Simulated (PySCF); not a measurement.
Input of a response calculation (the driver script's job line, then coordinates in Å):

```
{"job": {"kind": "uv", "xc": "CAM-B3LYP", "basis": "def2-SVPD", "nstates": 8, "ntriplets": 3}, "charge": 0, "multiplicity": 1}
C     -1.333148     0.692110    -1.553733
C     -1.368683    -0.209952    -0.561566
C     -2.413089    -0.165054     0.492304
Si     0.134972    -1.343608    -0.290400
N      1.270125    -0.093055     0.078305
Al     0.469765     1.557002    -0.172413
Si     2.895876    -0.484470     0.569266
H     -2.134137     1.404585    -1.715601
H     -0.622512     0.591974    -2.366935
H     -1.942260     0.195849     1.411834
H     -3.235665     0.501846     0.235691
H     -2.798577    -1.163540     0.690156
H     -0.121340    -2.264715     0.821175
H      0.429574    -2.101250    -1.513767
H     -0.238982     2.184408     1.059115
H      1.032423     2.485122    -1.276514
H      2.839283    -1.364771     1.741929
H      3.555700     0.785550     0.878160
H      3.570870    -1.198780    -0.519304
```

Output:

```
coarse grid: 16632 points
cycle   1  E = -997.0580456368  dE =  5.759e-01  |g| = 5.859e-01  |ddm| = 6.303e+00
cycle   2  E = -997.0099608755  dE =  4.808e-02  |g| = 7.544e-01  |ddm| = 2.043e+00
cycle   3  E = -997.1395037647  dE = -1.295e-01  |g| = 7.339e-02  |ddm| = 1.137e+00
cycle   4  E = -997.1407860773  dE = -1.282e-03  |g| = 2.649e-02  |ddm| = 2.150e-01
cycle   5  E = -997.1409750377  dE = -1.890e-04  |g| = 4.471e-03  |ddm| = 5.978e-02
cycle   6  E = -997.1409809826  dE = -5.945e-06  |g| = 8.375e-04  |ddm| = 1.176e-02
final grid: 144824 points
cycle   7  E = -997.2794143727  dE = -2.585e-05  |g| = 3.279e-03  |ddm| = 7.845e-02
cycle   8  E = -997.2794145008  dE = -1.282e-07  |g| = 3.399e-03  |ddm| = 1.311e-02
cycle   9  E = -997.2794172087  dE = -2.708e-06  |g| = 5.321e-04  |ddm| = 5.038e-03
cycle  10  E = -997.2794172688  dE = -6.004e-08  |g| = 1.572e-04  |ddm| = 9.827e-04
cycle  11  E = -997.2794172756  dE = -6.851e-09  |g| = 3.040e-05  |ddm| = 4.595e-04
cycle  12  E = -997.2794172759  dE = -3.126e-10  |g| = 7.045e-06  |ddm| = 8.732e-05
converged SCF energy = -997.2794172759

Static polarisability (au): isotropic 117.919, principal 104.145 121.198 128.415

Singlet excitations
state   eV       nm        f      main configurations
  1   4.7274    262.3   0.00375   H->L 0.97
  2   5.7993    213.8   0.01541   H-3->L 0.45, H-1->L 0.27, H-4->L 0.19
  3   6.0172    206.0   0.02052   H->L+1 0.46, H-1->L 0.18, H->L+3 0.10
  4   6.0612    204.6   0.01726   H-1->L 0.42, H->L+1 0.25, H-3->L 0.17
  5   6.2603    198.0   0.06291   H-2->L 0.90
  6   6.4769    191.4   0.00999   H->L+2 0.47, H->L+4 0.32
  7   6.6844    185.5   0.00450   H->L+3 0.61
  8   6.9844    177.5   0.04762   H-4->L 0.57, H-3->L 0.28

Triplet excitations (Tamm-Dancoff, eV): 4.3026 4.5638 5.2546
```

Computed with TDDFT CAM-B3LYP/def2-SVPD, vertical, gas phase, core orbitals frozen in the response in PySCF. The structure is a single GFN2-xTB conformer in the gas phase; no vibrational or solvent corrections. The groups on Al6 and N5 stand twisted against each other at this level; a DFT optimisation may well turn them into one plane, so the geometry is suspect.

Task: Give the mean polarisability in Å³.

Result: 117.92 au × 0.148185 = 17.47 Å³.

Task: How many basis functions and electrons does this run hold?

Result: 248 basis functions for 78 electrons in 39 doubly occupied orbitals.

Task: What transition dipole goes with state 5?

Result: |μ|² = 3f / (2ΔE) = 3 × 0.0629 / (2 × 0.2301) = 0.410 au, so |μ| = 1.63 D.

Task: What is the total energy of state 1 at this geometry?

Result: -997.27942 + 0.17373 = -997.10569 hartree.

Task: Give the energy of state 1 in hartree, cm⁻¹ and kJ/mol.

Result: 0.17373 hartree, 38129 cm⁻¹, 456.1 kJ/mol.

Task: Write the structure that the coordinates describe.

Result: `C=C(C)[SiH2][N]([AlH2])[SiH3]` (C3H12AlNSi2), point group C1.

The SCF starts on a coarse grid; the energy jumps when the final grid takes over, and dE counts afresh there. H and L stand for HOMO and LUMO.
